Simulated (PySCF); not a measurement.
Compound: C₁₂H₁₀.
SMILES with atom numbers: `[cH:1]1[cH:2][cH:3][c:4](-[c:5]2[cH:6][cH:7][cH:8][cH:9][cH:10]2)[cH:11][cH:12]1` (hydrogens: H13 on C1; H14 on C2; H15 on C3; H16 on C6; H17 on C7; H18 on C8; H19 on C9; H20 on C10; H21 on C11; H22 on C12)

Method: PySCF, PBE0-D3(BJ)/def2-SVP geometry optimisation, gas phase.

(1) Give the optimised bond lengths and angles.

Results:

(1) 
```json
{"bond": "C1–C2 and 3 like bonds", "length (pm)": "139.4"}
{"bond": "C2–C3 and 3 like bonds", "length (pm)": "139.2"}
{"bond": "C3–C4 and 3 like bonds", "length (pm)": "140.3"}
{"bond": "C4–C5", "length (pm)": "148.0"}
{"bond": "C1–H13, C8–H18", "length (pm)": "109.3"}
{"bond": "C2–H14 and 3 like bonds", "length (pm)": "109.3"}
{"bond": "C3–H15 and 3 like bonds", "length (pm)": "109.3"}
```

Bonds in one row agree within 1 pm and their mean is given. A selection of angles:
```json
{"angle": "C2–C1–C12", "degrees": "119.5"}
{"angle": "C1–C2–C3", "degrees": "120.3"}
{"angle": "C2–C3–C4", "degrees": "120.9"}
{"angle": "C3–C4–C5", "degrees": "120.9"}
{"angle": "C3–C4–C11", "degrees": "118.2"}
```

Torsions: C3–C4–C5–C6 -38° (synclinal). The mirror-image conformer, all signs reversed, is as good.

The 6-membered ring C1–C2–C3–C4–C11–C12 has internal angles of 118.2° to 120.9°; it is planar, 0.00 Å rms from its mean plane, widest ring torsion 0°. Of the pairs four or more bonds apart, C3···H16 is among the closest relative to their van der Waals radii: 2.78 Å, 96 % of the sum of Bondi's values. The C–C distances run from 1.392 Å (C9–C10, aromatic) to 1.480 Å (C4–C5, drawn single), a spread of 0.088 Å. The 6-membered ring C5–C6–C7–C8–C9–C10 has internal angles of 118.3° to 120.9°; it is planar, 0.00 Å rms from its mean plane, widest ring torsion 0°.

Point group: D2 (tolerance 0.08 Å). Not checked by PBE0-D3(BJ)/def2-SVP frequencies. One conformer, not necessarily the lowest.
